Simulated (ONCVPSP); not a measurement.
## chromium: one change to an ONCV potential, before and after

```json
{"Element": "chromium", "Generator": "ONCVPSP 4.0.1", "Type": "optimised norm-conserving Vanderbilt (ONCV)", "Functional": "PBE", "Relativity": "fully relativistic", "Frozen core": "[Ne]", "Valence charge": "14", "Reference configuration": "3s2 3p6 3d5 4s1", "Partial waves": "3s+4s: rc 1.35 bohr, ncon 5, nbas 8, qcut 11 1/bohr, 2 projectors; 3p: rc 1.00 bohr, ncon 4, nbas 8, qcut 7.4 1/bohr, 2 projectors, debl 2 Ha; 3d: rc 1.95 bohr, ncon 4, nbas 9, qcut 6.6 1/bohr, 3 projectors, debl 3.3 Ha", "Local potential": "polynomial inside 0.95 bohr (lpopt 3, dvloc0 1 Ha)", "Core correction": "Teter function, fcfact 4.5, rcfact 1.55"}
```

Open shells are filled in proportion to 2j + 1.

Change: all radii but the core radius scaled by about 1.24 (s 1.68, p 1.24, d 2.42 bohr); local potential polynomial inside 1.18 bohr (lpopt 3, dvloc0 1 Ha).

Cutoffs: the cutoffs (Ha) at which the residual kinetic energy of the hardest occupied pseudo-wave falls to 1 and 0.1 mHa per electron; they do not see the model core or the augmentation charge, which bear on the density cutoff. Errors are all-electron minus pseudo energies relative to the spin-unpolarised reference configuration.

Task: Predict the effect on cutoff, ghosts and configuration errors.

Result: The potential gets softer (41 Ha and 133 Ha → 33 Ha and 40 Ha); of the 3 tests that both files solve, the error grows in 1 and shrinks in 1 by more than 15 % and 0.3 meV (median size 10.7 → 11.8 meV); neither file shows a bound ghost. A larger radius leaves more room for a smooth pseudo-wave, so fewer plane waves are needed.

```csv
quantity,base,changed
"cutoff, loose",41 Ha,33 Ha
"cutoff, tight",133 Ha,40 Ha
loose cutoff by channel,"s 41 Ha, p 25 Ha, d 20 Ha","s 33 Ha, p 25 Ha, d 17 Ha"
bound ghosts,none,none
GHOST(+) flags under 300 eV,none,none
"tests counted (converged, no solver errors)",3 of 4,3 of 4
"error for 3s2 3p6 3d5 4s0, meV [ΔE 6.90 eV]",+11,+12
"error for 3s2 3p6 3d4 4s0, meV [ΔE 22.95 eV]",+18,+30
"error for 3s2 3p6 3d5 4s0 4p1, meV [ΔE 3.12 eV]",+3.0,+2.4
"rms error of d²Exc/dni dnj with the model core, mHa",4.80,4.69
```

Base: Tests not counted: 3s2 3p6 3d3 4s0 (no result). These tests converged, but a pseudo level misses the all-electron one widely, so the file describes the atom poorly there or has found another state: 3s2 3p6 3d5 4s0 4p1: empty 4s by 5.0 eV. Changed file: Tests not counted: 3s2 3p6 3d3 4s0 (no result). These tests converged, but a pseudo level misses the all-electron one widely, so the file describes the atom poorly there or has found another state: 3s2 3p6 3d5 4s0 4p1: empty 4s by 5.0 eV.
